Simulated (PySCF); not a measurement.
A calculated (UHF, PySCF 2.14, x2c-TZVPall, the spin-free X2C one-electron Hamiltonian (Gaussian nucleus)) atom or ion has these occupied shells.

```
shell  electrons  orbital energy (eV)  rms radius, mean of both spins (bohr)
   1s          2             -28087.9                                 0.0340
   2s          2              -4302.5                                  0.139
   2p          6              -3857.7                                  0.124
   3s          2              -861.50                                  0.371
   3p          6              -711.87                                  0.372
   3d         10              -479.15                                  0.352
   4s          2              -151.75                                  0.907
   4p          6              -104.77                                  0.991
   4d         10              -34.907                                   1.27
   5s          2              -17.309                                   2.76
```

Problem. Name the element and its charge.

Solution. In⁺ (indium, charge +1), in [Kr] 4d10 5s2, closed-shell 1S.
